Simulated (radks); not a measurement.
Q: These are the eigenvalues of the occupied orbitals of an atom or ion with whole-number occupations (eV). All-electron calculation, scalar-relativistic Kohn-Sham, LDA (Slater exchange, VWN5 correlation), spin-polarised, spherical densities, finite nucleus; Fermi nuclear charge, rms radius of each element as measured or else 0.836 A^(1/3) + 0.57 fm. Program: a radial shooting solver on a logarithmic mesh with Libxc functionals.

1s up: -14057.83
1s down: -14055.22
2s up: -2479.007
2s down: -2476.607
2p up: -2281.138
2p down: -2278.215
3s up: -858.2655
3s down: -850.9095
3p up: -795.0593
3p down: -787.6604

Which element is it, and in what charge state? The configuration may be excited. Open shells, if any, are filled with parallel spins first.

A: Z = 35, bromine, charge +19: Br19+ in [Ne] 3s2 3p4. The list shows which subshells hold electrons but not how many an open one holds; the 1s level, -516.62 hartree, gives Z - s = 32.1 by -(Z - s)^2/2, which with screening and relativity narrows Z to a few neighbours, and the depths of the outer levels then fix element, charge and occupations together.
